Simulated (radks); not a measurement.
Q: The mean radii <r> (bohr) of the occupied orbitals of an atom or ion are listed with their occupations. All-electron calculation, scalar-relativistic Kohn-Sham, LDA (Slater exchange, Perdew-Wang correlation), spin-polarised, spherical densities, finite nucleus; Fermi nuclear charge, rms radius of each element as measured or else 0.836 A^(1/3) + 0.57 fm. Program: a radial shooting solver on a logarithmic mesh with Libxc functionals.

| orbital | occ. | <r> |
|---|---|---|
| 1s down | 1 | 0.02234 |
| 1s up | 1 | 0.02234 |
| 2s up | 1 | 0.09519 |
| 2s down | 1 | 0.09519 |
| 2p up | 3 | 0.08392 |
| 2p down | 3 | 0.08392 |
| 3s up | 1 | 0.2500 |
| 3s down | 1 | 0.2498 |
| 3p up | 3 | 0.2484 |
| 3p down | 3 | 0.2481 |
| 3d up | 5 | 0.2262 |
| 3d down | 5 | 0.2259 |
| 4s up | 1 | 0.5658 |
| 4s down | 1 | 0.5658 |
| 4p up | 3 | 0.5987 |
| 4p down | 3 | 0.5989 |
| 4d up | 5 | 0.6516 |
| 4d down | 5 | 0.6528 |
| 5s up | 1 | 1.347 |
| 5s down | 1 | 1.365 |
| 5p up | 3 | 1.563 |
| 5p down | 3 | 1.594 |
| 4f up | 6 | 0.8737 |
| 6s up | 1 | 3.534 |
| 6s down | 1 | 3.598 |

Name the element and its charge. Open shells, if any, are filled with parallel spins first.

A: Z = 63, europium, charge +1: Eu+ in [Xe] 4f6 6s2. The 1s radius gives Z: for a bare nucleus <r> = (2 gamma + 1)/(2Z) with gamma = sqrt(1 - (Z/c)^2), 0.02203 bohr for Z = 63, and screening makes it slightly larger (0.02234 here). The occupations add up to 62, and the charge is Z minus that.
